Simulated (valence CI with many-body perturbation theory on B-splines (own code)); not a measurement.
As26+: E2, M1, M2 decay

Calculated by configuration interaction combined with many-body perturbation theory (CI+MBPT): five valence electrons over a frozen Dirac-Fock core [He], radial functions for each j: 11 s, 11 p, 10 d, 8 f, 5 g, 2 h, with the one-electron correlation potential Σ1 (screened to all orders), the two-electron term Σ2, the three-electron term Σ3, Breit, model QED; selected single and double excitations, second order for the rest, scaled by the run's own slope (own B-spline code, finite nucleus).

No measured spectrum was set against this ion. As an estimate, large intervals hold to a few tenths of a per cent, small ones and those within an open d or f shell to about a per cent. Among the levels kept, up to 5300 cm⁻¹ of a level comes from second order outside the variational space, and about a tenth of that is noise between levels of different J, which matters for small intervals.

Lines 1 to 50 of 67 in falling wavelength, among levels below 1880.9 eV, chosen from the decays that carry over 1 % of a level's rate. Wavelengths and rates use the calculated energies. Electric multipoles are in the length gauge with retardation, E1 and E2 with the static RPA response of the core. M1 uses the relativistic operator with retardation. Weak lines are less certain than strong ones. Lines between different terms over intervals too small for the method are left out, as are lines whose strength nearly cancels. Where a level lies close to another of its J and parity, the split of strength between their lines is uncertain.

Levels are named by their leading jj configuration (3d3/2^4 stands for four electrons in 3d with j = 3/2), which in mixed levels can hold well under half, so a name can repeat and another be missing. Letters in brackets count levels of one name in rising energy.

```csv
λ vac (Å),Upper,Lower,Type,A (s⁻¹),Branch %
1162,(2s^2 2p1/2 2p3/2^2) J=5/2,(2s^2 2p1/2 2p3/2^2) J=3/2,M1,4.04e+03,6.3
489.5,(2s^2 2p1/2 2p3/2^2) J=1/2,(2s^2 2p1/2 2p3/2^2) J=3/2,M1,1.36e+04,2.5
418.4,(2s^2 2p3/2^3) J=3/2,(2s^2 2p1/2 2p3/2^2) J=1/2,M1,7.62e+04,5.6
379.3,(2s^2 2p1/2 2p3/2^2) J=3/2,(2s^2 2p1/2^2 2p3/2) J=3/2,M1,3.57e+05,100.0
286.0,(2s^2 2p1/2 2p3/2^2) J=5/2,(2s^2 2p1/2^2 2p3/2) J=3/2,M1,6.03e+04,93.6
279.9,(2s^2 2p3/2^3) J=3/2,(2s^2 2p1/2 2p3/2^2) J=5/2,M1,2.12e+05,15.6
225.6,(2s^2 2p3/2^3) J=3/2,(2s^2 2p1/2 2p3/2^2) J=3/2,M1,9.77e+05,72.2
213.7,(2s^2 2p1/2 2p3/2^2) J=1/2,(2s^2 2p1/2^2 2p3/2) J=3/2,M1,5.33e+05,97.5
141.5,(2s^2 2p3/2^3) J=3/2,(2s^2 2p1/2^2 2p3/2) J=3/2,M1,8.70e+04,6.4
8.463,(2s^2 2p1/2 2p3/2 3d5/2) J=9/2,(2s 2p1/2 2p3/2^3) J=5/2,E2,6.00e+07,1.4
8.241,(2s^2 2p3/2^2 3d5/2) J=9/2,(2s 2p1/2 2p3/2^3) J=5/2,E2,9.52e+07,2.1
8.018,(2s^2 2p1/2^2 3p1/2) J=1/2,(2s^2 2p1/2 2p3/2^2) J=3/2,E2,9.97e+08,1.7
7.973,(2s^2 2p1/2 2p3/2 3p1/2) J=3/2 [a],(2s^2 2p1/2 2p3/2^2) J=1/2,E2,1.16e+09,2.0
7.958,(2s 2p1/2 2p3/2^2 3p3/2) J=9/2,(2s 2p1/2 2p3/2^3) J=5/2,E2,7.41e+08,2.7
7.942,(2s^2 2p1/2 2p3/2 3p1/2) J=5/2,(2s^2 2p1/2 2p3/2^2) J=1/2,E2,1.39e+09,3.2
7.919,(2s^2 2p1/2 2p3/2 3p1/2) J=1/2,(2s^2 2p1/2 2p3/2^2) J=5/2,E2,4.11e+09,7.4
7.896,(2s^2 2p3/2^2 3d5/2) J=9/2,(2s 2p1/2^2 2p3/2^2) J=5/2,E2,6.48e+07,1.4
7.868,(2s^2 2p1/2 2p3/2 3p1/2) J=5/2,(2s^2 2p1/2 2p3/2^2) J=5/2,E2,5.46e+09,12.8
7.866,(2s^2 2p1/2 2p3/2 3p1/2) J=1/2,(2s^2 2p1/2 2p3/2^2) J=3/2,E2,5.40e+09,9.8
7.859,(2s^2 2p1/2 2p3/2 3p3/2) J=3/2 [b],(2s^2 2p1/2 2p3/2^2) J=1/2,E2,4.12e+09,1.7
7.856,(2s^2 2p1/2 2p3/2 3p3/2) J=5/2 [a],(2s^2 2p1/2 2p3/2^2) J=5/2,E2,3.21e+09,3.5
7.852,(2s^2 2p1/2^2 3p1/2) J=1/2,(2s^2 2p1/2^2 2p3/2) J=3/2,E2,1.20e+10,20.4
7.848,(2s^2 2p3/2^2 3p1/2) J=5/2,(2s^2 2p3/2^3) J=3/2,E2,3.43e+09,2.5
7.847,(2s^2 2p1/2 2p3/2 3p3/2) J=1/2 [a],(2s^2 2p1/2 2p3/2^2) J=5/2,E2,1.24e+09,1.3
7.846,(2s^2 2p3/2^2 3p3/2) J=5/2,(2s^2 2p3/2^3) J=3/2,E2,9.88e+09,15.2
7.846,(2s^2 2p1/2 2p3/2 3p1/2) J=3/2 [a],(2s^2 2p1/2 2p3/2^2) J=3/2,E2,8.42e+09,14.3
7.839,(2s^2 2p1/2 2p3/2 3p3/2) J=5/2 [b],(2s^2 2p1/2 2p3/2^2) J=1/2,E2,3.73e+09,2.4
7.839,(2s^2 2p3/2^2 3p3/2) J=7/2,(2s^2 2p3/2^3) J=3/2,E2,2.08e+09,3.0
7.836,(2s^2 2p3/2^2 3p3/2) J=1/2,(2s^2 2p3/2^3) J=3/2,E2,3.64e+09,1.1
7.833,(2s^2 2p1/2 2p3/2 3p3/2) J=3/2 [a],(2s^2 2p1/2 2p3/2^2) J=5/2,E2,5.03e+09,2.3
7.816,(2s^2 2p1/2 2p3/2 3p1/2) J=5/2,(2s^2 2p1/2 2p3/2^2) J=3/2,E2,2.43e+09,5.7
7.812,(2s^2 2p1/2 2p3/2 3p3/2) J=7/2,(2s^2 2p1/2 2p3/2^2) J=5/2,E2,3.16e+09,8.0
7.805,(2s 2p1/2 2p3/2^2 3p3/2) J=7/2 [a],(2s 2p1/2 2p3/2^3) J=3/2 [a],E2,1.25e+09,1.9
7.803,(2s^2 2p1/2 2p3/2 3p3/2) J=5/2 [a],(2s^2 2p1/2 2p3/2^2) J=3/2,E2,1.32e+09,1.4
7.794,(2s^2 2p1/2 2p3/2 3p3/2) J=1/2 [a],(2s^2 2p1/2 2p3/2^2) J=3/2,E2,5.16e+09,5.6
7.787,(2s^2 2p1/2 2p3/2 3p3/2) J=3/2 [b],(2s^2 2p1/2 2p3/2^2) J=5/2,E2,4.50e+09,1.9
7.780,(2s^2 2p1/2 2p3/2 3p3/2) J=3/2 [a],(2s^2 2p1/2 2p3/2^2) J=3/2,E2,2.61e+09,1.2
7.779,(2s^2 2p1/2^2 3p3/2) J=3/2,(2s^2 2p1/2^2 2p3/2) J=3/2,E2,6.95e+09,7.3
7.752,(2s^2 2p3/2^2 3p3/2) J=3/2 [a],(2s^2 2p3/2^3) J=3/2,E2,8.82e+09,1.2
7.749,(2s^2 2p3/2^2 3p1/2) J=1/2,(2s^2 2p3/2^3) J=3/2,E2,5.44e+09,3.0
7.737,(2s 2p1/2^2 2p3/2 3d5/2) J=9/2,(2s 2p1/2^2 2p3/2^2) J=5/2,M2,7.52e+07,1.8
7.735,(2s^2 2p1/2 2p3/2 3p3/2) J=1/2 [b],(2s^2 2p1/2 2p3/2^2) J=5/2,E2,1.36e+10,4.7
7.691,(2s 2p1/2 2p3/2^2 3p3/2) J=7/2 [a],(2s 2p1/2^2 2p3/2^2) J=5/2,E2,6.63e+09,10.0
7.684,(2s^2 2p1/2 2p3/2 3p3/2) J=1/2 [b],(2s^2 2p1/2 2p3/2^2) J=3/2,E2,6.77e+09,2.4
7.658,(2s^2 2p1/2 2p3/2 3p1/2) J=5/2,(2s^2 2p1/2^2 2p3/2) J=3/2,E2,2.00e+09,4.7
7.646,(2s^2 2p1/2 2p3/2 3p3/2) J=5/2 [a],(2s^2 2p1/2^2 2p3/2) J=3/2,E2,2.20e+09,2.4
7.637,(2s^2 2p1/2 2p3/2 3p3/2) J=1/2 [a],(2s^2 2p1/2^2 2p3/2) J=3/2,E2,9.57e+08,1.0
7.636,(2s 2p1/2 2p3/2^2 3p3/2) J=9/2,(2s 2p1/2^2 2p3/2^2) J=5/2,E2,8.81e+09,32.3
7.634,(2s^2 2p3/2^2 3p1/2) J=5/2,(2s^2 2p1/2 2p3/2^2) J=5/2,E2,1.61e+09,1.2
7.632,(2s^2 2p3/2^2 3p3/2) J=5/2,(2s^2 2p1/2 2p3/2^2) J=5/2,E2,2.57e+09,4.0
```
